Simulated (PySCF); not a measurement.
C3H8NSi (doublet state).
Cartesian coordinates in Å at the GFN2-xTB level; atoms count from 1:
```xyz
13
C3H8NSi angstrom
C      2.485    0.771    0.045
C      1.503   -0.276    0.441
N      0.238   -0.117    0.173
Si    -1.192   -0.904    0.365
C     -2.672    0.042   -0.318
H      3.049    1.116    0.913
H      1.966    1.614   -0.403
H      3.205    0.374   -0.674
H      1.894   -1.154    0.948
H     -1.538   -2.176    0.992
H     -3.366   -0.631   -0.815
H     -2.357    0.792   -1.035
H     -3.221    0.549    0.471
```

The hyperfine couplings belong to this conformer and change with its torsions.

As a line formula: `C/C=N/[SiH]C` [radical].

Method used: UKS B3LYP, pcH-1 on C H N Si, non-relativistic, mean-field spin-orbit, GIAO (PySCF 2.14.0). Geometry: GFN2-xTB, one conformer, isolated molecule. The geometry wasn't refined by DFT: couplings that depend on bond lengths, twists or pyramidal angles can differ widely from those at the functional's own minimum, by a factor of two or more for some ions and for spin on atoms past the first row.

What are Nα, Nβ and the exact ⟨S²⟩?

47 electrons with 2S = 1: 24 α and 23 β; S(S+1) = 0.75.

Mulliken spin populations, one withheld:

```
atom            bound to  population
  C1      C2, H6, H7, H8     -0.0408
  C2          C1, N3, H9     +0.4503
  N3             C2, Si4     -0.1659
 Si4         N3, C5, H10           ?
  C5  Si4, H11, H12, H13     -0.0480
  H6                  C1     +0.0180
  H7                  C1     +0.0011
  H8                  C1     +0.0214
  H9                  C2     -0.0205
 H10                 Si4     -0.0371
 H11                  C5     +0.0057
 H12                  C5     +0.0018
 H13                  C5     +0.0150
```

What does Si4 hold?

1 − (0.2010) gives +0.799, since all populations sum to 2S.

How is the spin shared among the elements?

Silicon +0.80, carbon +0.36, hydrogen +0.01, nitrogen -0.17. The positive populations sum to 1.31, the negative ones to -0.31.

The run gives ⟨S²⟩ = 0.7672. What does that say of the overlap of α and β orbitals, and of the weight of higher spin?

Σ|⟨iα|jβ⟩|² over occupied orbitals = Nβ − [⟨S²⟩ − S(S+1)] = 23 − 0.0172 = 22.9828. If the quartet state (S + 1) were the only admixture, its weight would be 0.0172/(2S + 2) = 0.57 %.

What Fermi-contact NMR shifts do the couplings of C1, C2, N3, C5, H6/H7/H8, H9, H10 imply at 298 K (Curie law, g = gₑ)?

δ = a_FC·h·gₑ μB S(S+1)/(3 g_N μN kT), with k/h = 20836.6 MHz/K:

```
  nuclei  isotope  a_FC (MHz)     g_N  contact shift (ppm)
      C1      13C      -16.54  1.4048                -1743
      C2      13C       45.66  1.4048                +4812
      N3      14N       -9.65  0.4038                -3539
      C5      13C      -14.00  1.4048                -1475
H6/H7/H8       1H       34.08  5.5857                 +903
      H9       1H      -30.54  5.5857                 -809
     H10       1H      -39.58  5.5857                -1049
```

The shifts go as 1/T: at 348 K they are 0.856 times these. Entries for several nuclei are means.

Class means assume fast exchange of nuclei equivalent by connectivity; if that motion is slow, each nucleus keeps its own coupling. The three 1H nuclei of mean +34.1 MHz run from 1.7 to 53.9 MHz in the frozen geometry.
